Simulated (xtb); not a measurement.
xtb input:

```bash
xtb mol.xyz --gfn 2 --ohess tight --chrg 1 --uhf 0
```
mol.xyz:
```
17

Si    -0.62529938    -0.14757344    -0.57766775
C     -1.63464289     1.37538306    -0.98301307
C     -1.30106050    -1.08221523     1.02769670
N      0.99017214     0.40617968    -0.20745445
Si     2.41917413    -0.46681722     0.23774230
H     -0.59092957    -1.10122262    -1.70695180
H     -2.66832072     1.07660076    -1.19363865
H     -1.20040806     1.94021406    -1.75917273
H     -1.71322535     2.06444536    -0.06778966
H     -2.28192751    -1.41857446     0.86389540
H     -0.63129436    -1.88809000     1.26161854
H     -1.32651243    -0.39323529     1.86121604
H      1.23211185     1.35684748    -0.53013118
H      2.99889089    -1.29007274    -0.89714916
H      3.39590995     0.54718095     0.69407561
H      2.01961738    -1.40992237     1.32849875
H      0.78684996     0.49483300     0.78338021
```

Problem. Predict the final energy.

Solution. -16.40641 Eh (GFN2-xTB).

It need not be the lowest isomer of its formula.
